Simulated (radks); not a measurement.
Results of a calculation; reference values are marked as such.
Isoelectronic series with 20 electrons, each ion in its NIST ground configuration. Level of theory: scalar-relativistic Kohn-Sham, BLYP, spin-polarised, spherical densities, finite nucleus; open shells are filled with parallel spins first; Fermi nuclear charge, rms radius of each element as measured or else 0.836 A^(1/3) + 0.57 fm (a radial shooting solver on a logarithmic mesh with Libxc functionals). Total energies (hartree) and orbital eigenvalues (Ry) (* marks an orbital that is empty in some or all of the ions):

Ca: configuration [Ar] 4s2; E (hartree) -680.56296; 4s* -0.26566; 3p -2.03993; 3s -3.43779; 2p -24.60698
Sc+: configuration [Ar] 3d1 4s1; E (hartree) -764.07521; 4s* -0.74488; 3p -2.99757; 3s -4.56713; 2p -29.06464
Ti2+: configuration [Ar] 3d2; E (hartree) -853.08954; 4s* -1.27248; 3p -4.06888; 3s -5.81302; 2p -33.84197
V3+: configuration [Ar] 3d2; E (hartree) -947.44824; 4s* -2.08165; 3p -5.73812; 3s -7.68180; 2p -39.57718
Cr4+: configuration [Ar] 3d2; E (hartree) -1047.11212; 4s* -3.04519; 3p -7.67292; 3s -9.82291; 2p -45.86960
Mn5+: configuration [Ar] 3d2; E (hartree) -1152.08223; 4s* -4.15305; 3p -9.85579; 3s -12.21763; 2p -52.69966
Fe6+: configuration [Ar] 3d2; E (hartree) -1262.36590; 4s* -5.40013; 3p -12.27894; 3s -14.85775; 2p -60.05836
Co7+: configuration [Ar] 3d2; E (hartree) -1377.97378; 4s* -6.78349; 3p -14.93823; 3s -17.73906; 2p -67.94087
Ni8+: configuration [Ar] 3d2; E (hartree) -1498.91917; 4s* -8.30135; 3p -17.83118; 3s -20.85922; 2p -76.34440
Cu9+: configuration [Ar] 3d2; E (hartree) -1625.21638; 4s* -9.95257; 3p -20.95627; 3s -24.21694; 2p -85.26730
Zn10+: configuration [Ar] 3d2; E (hartree) -1756.88234; 4s* -11.73646; 3p -24.31251; 3s -27.81158; 2p -94.70868
Ga11+: configuration [Ar] 3d2; E (hartree) -1893.93438; 4s* -13.65258; 3p -27.89931; 3s -31.64291; 2p -104.6681
Ge12+: configuration [Ar] 3d2; E (hartree) -2036.39141; 4s* -15.70071; 3p -31.71629; 3s -35.71101; 2p -115.1456
